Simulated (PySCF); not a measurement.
Mg(SiH3)2 (H6MgSi2), SMILES [SiH3][Mg][SiH3]. Atoms are numbered in the order given.

```xyz
9

Mg     0.0000     0.0000     0.0000
Si     0.0000     0.0000    -2.6003
H     -0.5745     1.2535    -3.1873
H     -0.7983    -1.1243    -3.1873
H      1.3729    -0.1292    -3.1873
Si     0.0000     0.0000     2.6003
H     -0.5745    -1.2535     3.1873
H     -0.7983     1.1243     3.1873
H      1.3729     0.1292     3.1873
```

Geometry optimised at TPSSh-D3(BJ)/def2-SVP.

Calculation: B3LYP/pcJ-1 run with PySCF.

Isotropic couplings with Fermi-contact, spin-dipole and both spin-orbit terms, one fixed conformer, no vibrational averaging. Isotopes: 1H, 29Si.

| pair | bonds apart | J (Hz) |
|---|---|---|
| Si2–H3 | 1 | -183.6 |
| Si2–H4 | 1 | -183.6 |
| Si2–H5 | 1 | -183.6 |
| Si6–H7 | 1 | -183.6 |
| Si6–H8 | 1 | -183.7 |
| Si6–H9 | 1 | -183.6 |
| Si2–Si6 | 2 | 57.6 |
| H3–H4 | 2 | ___ |
| H3–H5 | 2 | ___ |
| H4–H5 | 2 | ___ |
| H7–H8 | 2 | ___ |
| H7–H9 | 2 | ___ |
| H8–H9 | 2 | ___ |
| Si2–H7 | 3 | -3.4 |
| Si2–H8 | 3 | -3.4 |
| Si2–H9 | 3 | -3.4 |
| H3–Si6 | 3 | -3.6 |
| H4–Si6 | 3 | -3.5 |
| H5–Si6 | 3 | -3.0 |
| H3–H7 | 4 | ___ |
| H3–H8 | 4 | ___ |
| H3–H9 | 4 | ___ |
| H4–H7 | 4 | ___ |
| H4–H8 | 4 | ___ |
| H4–H9 | 4 | ___ |
| H5–H7 | 4 | ___ |
| H5–H8 | 4 | ___ |
| H5–H9 | 4 | ___ |

### Question
Fill in the missing entries. (Estimate from the structure and the level; the computed values follow.)

### Answer

- H3–H4, J (Hz): -3.2
- H3–H5, J (Hz): -3.2
- H4–H5, J (Hz): -3.2
- H7–H8, J (Hz): -3.2
- H7–H9, J (Hz): -3.2
- H8–H9, J (Hz): -3.2
- H3–H7, J (Hz): -0.7
- H3–H8, J (Hz): 0.7
- H3–H9, J (Hz): -0.4
- H4–H7, J (Hz): 0.7
- H4–H8, J (Hz): -0.4
- H4–H9, J (Hz): -0.7
- H5–H7, J (Hz): -0.4
- H5–H8, J (Hz): -0.7
- H5–H9, J (Hz): 0.7
